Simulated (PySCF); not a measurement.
Ligands exchanged one at a time, B CH3-SH. Gas-phase values, no solvent. One relaxed conformer stands for each flexible species; it need not be the lowest. Strings in code marks are SMILES.

The four lowest singlet excitations (Tamm–Dancoff). Calculation: PySCF with PBE-D3(BJ)/def2-TZVP // B3LYP-D3(BJ)/def2-TZVP. Excitations are Tamm–Dancoff values on a coarser integration grid. The basis has no diffuse functions, so Rydberg states are missing or too high.

```json
[
 {"state": "S1", "energy (eV)": "4.86", "wavelength (nm)": "255", "oscillator strength": "0.000"},
 {"state": "S2", "energy (eV)": "4.98", "wavelength (nm)": "249", "oscillator strength": "0.000"},
 {"state": "S3", "energy (eV)": "5.63", "wavelength (nm)": "220", "oscillator strength": "0.190"},
 {"state": "S4", "energy (eV)": "5.66", "wavelength (nm)": "219", "oscillator strength": "0.188"}
]
```

Question: Which member gives these states?
A) `CB(C)C`
B) `CB(C)S` (C–B–S–H torsion 2°)
C) `CB(S)S` (S–B–S–H torsion -180°, S–B–S–H torsion 180°)
D) `SB(S)S`

Answer: D, `SB(S)S`
